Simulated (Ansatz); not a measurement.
Cartesian coordinates in Å:
```
B 0.7214 0.8250 -0.0494
Si -0.5643 -0.3448 -1.1827
S -1.0845 -2.0568 -0.0027
Si -0.1422 -0.5704 1.2205
H 0.2507 1.5912 -0.8668
H 1.8395 0.4630 -0.2799
H 0.2766 -0.6811 -2.3504
H -1.7815 0.3976 -1.5836
H -1.1281 0.0483 2.1363
H 0.5796 1.4131 1.0046
H 1.0327 -1.0852 1.9542
```

The species carries charge 0 and has multiplicity 1. The bonds changed during the relaxation, so this is another structure than the one it started from.

Problem. List the ωB97M-V/def2-TZVPP orbital energies in eV (the Gaussian-basis code of Ansatz). (Best estimate.)

Solution. The calculation gave: Occupied: -2426.59, -1808.32, -1808.32, -220.61, -186.77, -163.66, -163.66, -163.57, -149.28, -149.28, -103.43, -103.43, -103.40, -103.39, -103.35, -103.35, -23.62, -19.72, -17.71, -15.81, -13.96, -13.39, -13.08, -12.59, -11.78, -11.03, -10.21, -9.72. Lowest empty: 0.78, 1.42, 1.50, 2.25, 2.99, 3.09, 3.34, 3.50.
